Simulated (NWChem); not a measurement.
Program: NWChem. System: H3BO3, charge 1, spin multiplicity 2, at the geometry of a parent with another charge or spin, in a state set for the comparison that need not be this species' ground state. Its SCF solution wasn't tested for a lower state.

Job file:

```
start mol
memory heap 200 mb stack 900 mb global 1100 mb
charge 1
geometry units angstroms nocenter noautoz
  O      1.129820    -0.802029     0.000000
  B      0.005669    -0.033474     0.000000
  O      0.148747     1.336741     0.000000
  O     -1.192718    -0.694917     0.000000
  H      1.928155    -0.261242     0.000000
  H     -0.670336     1.842663     0.000000
  H     -1.972955    -0.132406     0.000000
  symmetry group Cs
end
basis spherical
  * library def2-svpd
end
dft
  xc xpbe96 cpbe96
  odft
  mult 2
  semidirect memsize 60000000 filesize 0
  iterations 100
end
task dft energy
```

The output up to the point where the run's verdict is printed (cleaned and shortened):

```
             Northwest Computational Chemistry Package (NWChem) 7.3.0
             --------------------------------------------------------

                                NWChem Input Module
                                -------------------

 Scaling coordinates for geometry "geometry" by  1.889725989
 (inverse scale =  0.529177249)

 Turning off AUTOSYM since
 SYMMETRY directive was detected!

                             Geometry "geometry" -> ""
                             -------------------------

 Output coordinates in angstroms (scale by  1.889725989 to convert to a.u.)

  No.       Tag          Charge          X              Y              Z
 ---- ---------------- ---------- -------------- -------------- --------------
    1 O                    8.0000     1.12982000    -0.80202900     0.00000000
    2 B                    5.0000     0.00566900    -0.03347400     0.00000000
    3 O                    8.0000     0.14874700     1.33674100     0.00000000
    4 O                    8.0000    -1.19271800    -0.69491700     0.00000000
    5 H                    1.0000     1.92815500    -0.26124200     0.00000000
    6 H                    1.0000    -0.67033600     1.84266300     0.00000000
    7 H                    1.0000    -1.97295500    -0.13240600     0.00000000

 Effective nuclear repulsion energy (a.u.)     116.0233137528

            Nuclear Dipole moment (a.u.)
            ----------------------------
        X                 Y               Z
 ---------------- ---------------- ----------------
     0.0000018897     0.0000094486     0.0000000000

      Symmetry information
      --------------------

 Group name             Cs
 Group number              2
 Group order               2
 No. of unique centers     7

      Symmetry unique atoms

     1    2    3    4    5    6    7


 Summary of "ao basis" -> "" (spherical)
 ------------------------------------------------------------------------------
       Tag                 Description            Shells   Functions and Types
 ---------------- ------------------------------  ------  ---------------------
[...]
 d= 0,ls=0.5,diis    75   -251.6010038187 -2.87D-04  1.99D-05  3.25D-04    48.2
                                                     2.75D-05  4.06D-04
 d= 0,ls=0.5,diis    76   -251.6010239990 -2.02D-05  2.54D-05  3.52D-04    48.8
                                                     4.28D-05  4.13D-04
 d= 0,ls=0.5,diis    77   -251.6011326824 -1.09D-04  3.30D-05  1.61D-04    49.3
                                                     2.66D-05  2.18D-04
 d= 0,ls=0.5,diis    78   -251.6011226361  1.00D-05  2.54D-05  2.38D-04    49.9
                                                     1.95D-05  2.80D-04
 d= 0,ls=0.5,diis    79   -251.6011098205  1.28D-05  1.93D-05  3.01D-04    50.5
                                                     2.82D-05  3.33D-04
 d= 0,ls=0.5,diis    80   -251.6011730807 -6.33D-05  3.36D-05  1.79D-04    51.1
                                                     2.02D-05  2.18D-04
 d= 0,ls=0.5,diis    81   -251.6011323876  4.07D-05  6.83D-06  2.99D-04    51.6
                                                     1.28D-05  3.24D-04
 d= 0,ls=0.5,diis    82   -251.6011442153 -1.18D-05  2.32D-05  2.82D-04    52.2
                                                     1.32D-05  3.11D-04
 d= 0,ls=0.5,diis    83   -251.6011019165  4.23D-05  1.49D-05  3.92D-04    52.8
                                                     9.21D-06  4.11D-04
 d= 0,ls=0.5,diis    84   -251.6010679712  3.39D-05  7.05D-06  4.70D-04    53.3
                                                     6.18D-06  4.85D-04
 d= 0,ls=0.5,diis    85   -251.6010801463 -1.22D-05  4.54D-06  4.36D-04    53.9
                                                     4.25D-06  4.56D-04
 d= 0,ls=0.5,diis    86   -251.6010766830  3.46D-06  4.66D-05  4.46D-04    54.4
                                                     3.71D-05  4.63D-04
 d= 0,ls=0.5,diis    87   -251.6011945405 -1.18D-04  1.38D-05  1.81D-04    54.9
                                                     2.17D-05  2.13D-04
 d= 0,ls=0.5,diis    88   -251.6012256731 -3.11D-05  1.20D-05  1.36D-04    55.3
                                                     2.25D-05  1.65D-04
 d= 0,ls=0.5,diis    89   -251.6012552579 -2.96D-05  8.92D-06  9.27D-05    55.7
                                                     2.25D-05  1.18D-04
 d= 0,ls=0.5,diis    90   -251.6012790788 -2.38D-05  1.81D-05  6.16D-05    56.2
                                                     1.56D-05  8.26D-05
 d= 0,ls=0.5,diis    91   -251.6012775778  1.50D-06  9.40D-06  8.17D-05    56.6
                                                     1.30D-05  9.84D-05
 d= 0,ls=0.5,diis    92   -251.6012808936 -3.32D-06  1.04D-05  8.69D-05    57.0
                                                     9.68D-06  1.01D-04
 d= 0,ls=0.5,diis    93   -251.6012801543  7.39D-07  3.88D-06  9.78D-05    57.4
                                                     1.10D-05  1.10D-04
 d= 0,ls=0.5,diis    94   -251.6012903554 -1.02D-05  7.85D-06  8.13D-05    57.9
                                                     8.09D-06  9.30D-05
 d= 0,ls=0.5,diis    95   -251.6012901040  2.51D-07  1.05D-05  8.89D-05    58.4
                                                     6.63D-06  9.90D-05
 d= 0,ls=0.5,diis    96   -251.6012823421  7.76D-06  8.69D-06  1.11D-04    58.8
                                                     1.09D-05  1.19D-04
 d= 0,ls=0.5,diis    97   -251.6012929923 -1.07D-05  1.04D-05  8.72D-05    59.3
                                                     6.67D-06  9.56D-05
 d= 0,ls=0.5,diis    98   -251.6012847620  8.23D-06  6.58D-06  1.12D-04    59.8
                                                     8.28D-06  1.17D-04
 d= 0,ls=0.5,diis    99   -251.6012956223 -1.09D-05  1.82D-05  8.90D-05    60.2
                                                     1.80D-05  9.54D-05
 d= 0,ls=0.5,diis   100   -251.6013206068 -2.50D-05  1.85D-05  3.70D-05    60.7
                                                     2.32D-05  4.55D-05
```

The run did not converge; its last values are not results. The next line reads: Calculation failed to converge. NWChem stopped with the message: dft energy failed.
